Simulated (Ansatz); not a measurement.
Two isomers of CH7BO3Si: A = `C[SiH2]OB(O)O`, B = `OB(O)OC[SiH3]`.

Computed with Ansatz on PBE0-D4/def2-TZVP structures; ΔE is electronic, products minus reactants. CCSD(T)/CBS is the MP2 limit (def2-TZVPP, def2-QZVPP) plus CCSD(T) − MP2 in def2-TZVPP, frozen cores. DFT in def2-TZVPP. B3LYP here is the variant with VWN-RPA as its local correlation; programs differ in this. One conformer a species, not always the lowest.

Which is lower in electronic energy at CCSD(T)/CBS, and by how much? (Best estimate.)

Computed: A, by 54.3 kcal/mol.

Give E(B) − E(A) in kcal/mol with PBE0-D4, B3LYP, MP2/def2-TZVPP, ωB97M-V, B3LYP-D4, PBE-D4, HF/def2-TZVPP. (An estimate is asked.)

Ansatz gave: PBE0-D4 52.1, B3LYP 52.5, MP2/def2-TZVPP 55.7, ωB97M-V 53.6, B3LYP-D4 52.9, PBE-D4 50.1, HF/def2-TZVPP 55.7. None reverses the order clearly.

Largest T1 diagnostic: 0.012.

From PBE to PBE0 (25 % exact exchange), in def2-TZVPP and without D4, E(B) − E(A) moves by +2.0 kcal/mol.
